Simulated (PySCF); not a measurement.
Li(Me) cation (CH₃Li), SMILES [Li][CH3] (connectivity only; charge and spin as stated), charge +1, multiplicity 2.

The structure is a stationary point at PBE-D3(BJ)/def2-TZVPD. The spin state was assumed, not searched. The isomer is the one that the SMILES or the coordinates give; other isomers of the formula were not compared.

Computed with PBE-D3(BJ)/def2-TZVPD (PySCF 2.14.0).

No scaling factor is applied to the harmonic values.

Modes within 1.5 cm⁻¹ of each other (mostly degenerate sets) share a row, with their intensities summed.

```tsv
mode	ν (cm⁻¹)	IR (km/mol)	moving atoms (share of kinetic energy)
1–2	229	25.8	H 92 %
3	303	85.9	Li 68 %, C 24 %
4	881	48.6	H 79 %, C 21 %
5–6	1349	13.9	H 91 %, C 9 %
7	2997	8.1	H 100 %
8–9	3170	7.2	H 89 %, C 11 %
```
